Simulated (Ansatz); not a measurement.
`OC(O)(F)N[SiH3]` + `OBS` → `[SiH3]OBS` + `NC(O)(O)F`  (ligand exchange at the Si–N bond)

Computed with Ansatz on PBE0-D4/def2-TZVP structures; ΔE is electronic, products minus reactants. CCSD(T)/CBS is the MP2 limit (def2-TZVPP, def2-QZVPP) plus CCSD(T) − MP2 in def2-TZVPP, frozen cores. DFT in def2-TZVPP. Each species was taken in one conformer, which may not be the lowest.

Task: Is it downhill or uphill in electronic energy at CCSD(T)/CBS, and by how much? (Best estimate.)

Result: Ansatz gave: Downhill: ΔE = -10.1 kcal/mol.

Task: What do these levels give: PBE-D4, B2PLYP, PBE, r2SCAN, MP2/CBS(def2), CCSD/CBS(def2)? (Estimate.)

Result: Ansatz gave: PBE-D4 -8.8, B2PLYP -10.6, PBE -9.0, r2SCAN -9.8, MP2/CBS(def2) -9.8, CCSD/CBS(def2) -10.5 kcal/mol.

Largest T1 diagnostic among the species: 0.013.

In def2-TZVPP, CCSD(T) changes the Hartree–Fock value by +3.0 kcal/mol (the triples alone add +0.4 kcal/mol) and MP2 by +3.3 kcal/mol.
